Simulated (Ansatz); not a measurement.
A nudged elastic band was laid between two geometries of AlF$_{3}$H$_{2}$ (6 atoms, charge 0, multiplicity 1).

The calculation used Ansatz 0.2.0, RKS PBE-D4/cc-pVDZ.

```yaml
movable_images: 9
climbing_image: yes
spring: 5.0 eV/Å²
optimiser: quadratic models (default)
start_path: through a guess of the saddle point
force_threshold: 0.03 eV/Å
iteration_limit: 60
end_points: relaxed
```

Initial state:

```xyz
6
Properties=species:S:1:pos:R:3
Al 0.009 0.082 0.104
H 0.009 0.637 1.600
F 1.464 0.083 -0.780
F -1.458 0.026 -0.760
F 0.051 -1.891 0.750
H 0.052 -1.836 1.698
```

Final state:

```xyz
6
Properties=species:S:1:pos:R:3
Al 0.019 -0.606 -0.223
H 0.017 0.183 1.835
F 1.461 0.214 -0.553
F -1.456 0.158 -0.535
F 0.054 -2.262 0.131
H 0.033 -0.587 1.957
```

Question: What changes between the two ends?

Answer: Bonds broken: Al1–H2, F5–H6. Bonds formed: H2–H6. AlF3H2 becomes AlF3 + H2.

Question: What energy profile does the band end with?

Answer: The run converged. The highest image is number 4 of 0 to 10, 0.090 eV above the first end and 0.986 eV above the last; the last end lies 0.896 eV below the first. A vibrational analysis at the climbing image gives one clearly imaginary mode, 484i cm⁻¹: a first-order saddle point. The orbitals stay closed-shell, which can raise the energy where a bond breaks towards radicals; this wasn't checked here.

| image | path coordinate (Å) | energy (eV) | Al1–H2 (Å) | F5–H6 (Å) | H2–H6 (Å) |
| --- | --- | --- | --- | --- | --- |
| 0 | 0.00 | 0.000 | 1.60 | 0.95 | 2.47 |
| 1 | 0.24 | 0.008 | 1.60 | 0.95 | 2.15 |
| 2 | 0.47 | 0.026 | 1.61 | 0.97 | 1.83 |
| 3 | 0.71 | 0.056 | 1.64 | 1.00 | 1.53 |
| 4 | 0.95 | 0.090 | 1.69 | 1.09 | 1.24 |
| 5 | 1.17 | -0.029 | 1.77 | 1.28 | 1.02 |
| 6 | 1.38 | -0.371 | 1.88 | 1.50 | 0.87 |
| 7 | 1.60 | -0.665 | 2.01 | 1.74 | 0.80 |
| 8 | 1.82 | -0.820 | 2.13 | 1.98 | 0.79 |
| 9 | 2.04 | -0.882 | 2.20 | 2.24 | 0.78 |
| 10 | 2.26 | -0.896 | 2.20 | 2.48 | 0.78 |

Question: What is the geometry of the highest image?

Answer: 
```xyz
6
Properties=species:S:1:pos:R:3
Al 0.012 -0.150 0.019
H 0.020 0.070 1.695
F 1.481 0.160 -0.765
F -1.477 0.106 -0.745
F 0.050 -1.923 0.817
H 0.041 -1.162 1.592
```

Question: What are the harmonic wavenumbers there?

Answer: 484i, 146, 204, 292, 418, 719, 753, 900, 1048, 1136, 1617, 2099 cm⁻¹.

Time of the run: 6.8 min on 1 thread of Arm Neoverse V1, with other jobs on the host, peak memory 0.12 GiB.
